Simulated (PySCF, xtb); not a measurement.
B(H)(OH)(SiH3) (BH5OSi), SMILES OB[SiH3].

GFN2-xTB run with xtb at its own geometry gives an orbital gap of 3.53 eV and a dipole moment of 1.49 D.

Geometry optimised at B3LYP-D3(BJ)/def2-TZVP. One conformer was computed; it need not be the lowest.

Problem. What does M06-2X/def2-TZVPD (PySCF) give? (Estimate from the structure and the level; the computed values follow.)

Solution. gap 8.80 eV (levels -9.05 and -0.25 eV), dipole 1.12 D.
